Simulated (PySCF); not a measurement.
Compound: C5H15NSi2.
Numbering: `[CH3:1][CH2:2][CH2:3][Si@H:4]1[CH2:5][CH2:6][SiH2:7][NH:8]1` (hydrogens: H9, H10, H11 on C1; H12, H13 on C2; H14, H15 on C3; H16 on Si4; H17, H18 on C5; H19, H20 on C6; H21, H22 on Si7; H23 on N8)

Theory: PBE0-D3(BJ)/def2-SVP geometry optimisation, gas phase in PySCF.

(1) What internal coordinates does the optimisation give?

Results:

(1) 
| bond | length (pm) |
| --- | --- |
| C1–C2 | 152.1 |
| C2–C3 | 152.9 |
| C3–Si4 | 188.1 |
| Si4–C5 | 189.5 |
| C5–C6 | 154.2 |
| C6–Si7 | 189.3 |
| Si7–N8 | 174.4 |
| Si4–N8 | 174.9 |
| C1–H9, C1–H10, C1–H11 | 110.2 |
| C2–H12 | 110.5 |
| C2–H13 | 110.5 |
| C3–H14 | 110.5 |
| C3–H15 | 110.6 |
| Si4–H16 | 150.4 |
| C5–H17 | 110.2 |
| C5–H18 | 110.5 |
| C6–H19 | 110.2 |
| C6–H20 | 110.4 |
| Si7–H21 | 149.8 |
| Si7–H22 | 150.1 |
| N8–H23 | 101.4 |

Bonds in one row agree within 1 pm and their mean is given. A selection of angles:
| angle | degrees |
| --- | --- |
| C1–C2–C3 | 113.6 |
| C2–C3–Si4 | 113.9 |
| C3–Si4–C5 | 113.5 |
| C3–Si4–N8 | 113.2 |
| C5–Si4–N8 | 98.3 |
| Si4–C5–C6 | 108.7 |
| C5–C6–Si7 | 108.1 |
| C6–Si7–N8 | 98.9 |
| Si4–N8–Si7 | 114.9 |
| H23–N8–Si7 | 122.4 |
| H23–N8–Si4 | 122.5 |

Dihedral angles: C1–C2–C3–Si4 179° (antiperiplanar); C2–C3–Si4–C5 66° (synclinal); C3–Si4–C5–C6 148° (anticlinal); Si4–C5–C6–Si7 -35° (synclinal); C5–C6–Si7–N8 27° (synperiplanar); C6–Si7–N8–Si4 -8° (synperiplanar); C3–Si4–N8–Si7 -130° (anticlinal).

The C–C distances run from 1.521 Å (C1–C2, drawn single) to 1.542 Å (C5–C6, drawn single), a spread of 0.021 Å. Si4 (SiH silicon) is distorted tetrahedral (angles from 98.3° to 113.5°). N8 (nitrogen bridging silicon atoms) is planar (angles 122.5°, 122.4° and 114.9°, sum 359.9°, 0.03 Å off the plane of its three neighbours). The 5-membered ring Si4–C5–C6–Si7–N8 has internal angles of 98.3° to 114.9° (sum 529°, against 540° for a flat polygon); it is puckered, 0.16 Å rms from its mean plane, widest ring torsion 35°. Si7 (SiH2 silicon) is distorted tetrahedral (angles from 98.9° to 113.1°).

Point group: C1 (no symmetry element, even within 0.4 Å). Stationary, but not proved a minimum. The numbers are those of one conformer.
